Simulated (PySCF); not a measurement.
C₇H₅NOS, SMILES c1coc(-c2nccs2)c1.

Geometry: B3LYP-D3(BJ)/def2-SVP. Other conformers were not sampled.

Two levels are set side by side: PBE/def2-SVP (PySCF) and r2SCAN/def2-SVP (PySCF). Same geometry, gas phase. Differences are taken from unrounded values.

```json
[
 {"quantity": "orbital gap (eV)", "PBE": "3.08"},
 {"quantity": "highest occupied level (eV)", "PBE": "-5.22"},
 {"quantity": "lowest empty level (eV)", "PBE": "-2.14"},
 {"quantity": "dipole moment (D)", "PBE": "0.84"},
 {"quantity": "mean polarisability (bohr³)", "PBE": "103.7"}
]
```

These are the PBE values. What does r2SCAN give? (An estimate is asked for; the answer gives what the named calculation found.)


```
quantity                     r2SCAN  PBE minus r2SCAN
---------------------------  ------  ----------------
orbital gap (eV)               3.29             -0.21
highest occupied level (eV)   -5.43              0.21
lowest empty level (eV)       -2.14              0.00
dipole moment (D)              0.78              0.07
mean polarisability (bohr³)   102.4               1.3
```

Rough cost on one machine, each run with all the roots and properties that it gave: r2SCAN against PBE about 3 times.
